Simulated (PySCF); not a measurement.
# 4-chlorostyrene, C8H7Cl

Molfile (atoms numbered from 1):
```
C8H7Cl
     RDKit          3D

 16 16  0  0  0  0  0  0  0  0999 V2000
    2.3815    0.3413   -0.1834 C   0  0  0  0  0  0  0  0  0  0  0  0
    1.4171   -0.5845   -0.1166 C   0  0  0  0  0  0  0  0  0  0  0  0
   -0.0237   -0.3595    0.0480 C   0  0  0  0  0  0  0  0  0  0  0  0
   -0.8888   -1.4631    0.0941 C   0  0  0  0  0  0  0  0  0  0  0  0
   -2.2631   -1.3092    0.2482 C   0  0  0  0  0  0  0  0  0  0  0  0
   -2.7943   -0.0267    0.3598 C   0  0  0  0  0  0  0  0  0  0  0  0
   -4.5012    0.1872    0.5523 Cl  0  0  0  0  0  0  0  0  0  0  0  0
   -1.9600    1.0923    0.3179 C   0  0  0  0  0  0  0  0  0  0  0  0
   -0.5912    0.9206    0.1634 C   0  0  0  0  0  0  0  0  0  0  0  0
    2.1743    1.4126   -0.1178 H   0  0  0  0  0  0  0  0  0  0  0  0
    3.4269    0.0519   -0.3079 H   0  0  0  0  0  0  0  0  0  0  0  0
    1.7075   -1.6384   -0.1909 H   0  0  0  0  0  0  0  0  0  0  0  0
   -0.4728   -2.4700    0.0066 H   0  0  0  0  0  0  0  0  0  0  0  0
   -2.9252   -2.1754    0.2826 H   0  0  0  0  0  0  0  0  0  0  0  0
   -2.3921    2.0900    0.4068 H   0  0  0  0  0  0  0  0  0  0  0  0
    0.0481    1.8048    0.1324 H   0  0  0  0  0  0  0  0  0  0  0  0
  1  2  2  0
  2  3  1  0
  3  4  1  0
  4  5  2  0
  5  6  1  0
  6  7  1  0
  6  8  2  0
  8  9  1  0
  9  3  2  0
  1 10  1  0
  1 11  1  0
  2 12  1  0
  4 13  1  0
  5 14  1  0
  8 15  1  0
  9 16  1  0
M  END
```

Computed with TDDFT CAM-B3LYP/aug-cc-pVDZ excited states, vertical, gas phase (PySCF). Geometry: PBE0-D3(BJ)/def2-SVP.

How strongly do the lowest singlets absorb one photon, and two photons of half the energy?

δ for parallel linear polarisation; σ at the peak of a Lorentzian of half width 0.1 eV, single beam; Ω is circular over linear.
| state | E (eV) | f | photon λ (nm) | δ (au) | σ (GM) | Ω | main |
| --- | --- | --- | --- | --- | --- | --- | --- |
| S1 | 4.77 | 0.274 | 519 | 143 | 1.19 | 0.54 | HOMO→LUMO 0.67, HOMO→LUMO+2 0.21 |
| S2 | 5.00 | 0.212 | 496 | 34.3 | 0.32 | 0.80 | HOMO→LUMO+2 0.42, HOMO→LUMO 0.28 |
| S3 | 5.83 | 0.004 | 425 | 115 | 1.43 | 1.50 | HOMO→LUMO+1 0.89 |
| S4 | 6.10 | 0.228 | 406 | 0.54 | 0.01 | 1.38 | HOMO−1→LUMO 0.58, HOMO→LUMO+2 0.34 |
| S5 | 6.23 | 0.000 | 398 | 8.38 | 0.12 | 1.50 | HOMO→LUMO+3 0.80, HOMO→LUMO+4 0.10 |
| S6 | 6.32 | 0.012 | 392 | 80.8 | 1.18 | 1.50 | HOMO→LUMO+4 0.69, HOMO→LUMO+3 0.11 |

Among these, the strongest one-photon state is S1, the strongest two-photon state S3, with a dipole change of 3.6 D (relaxed, norm of the difference vector).
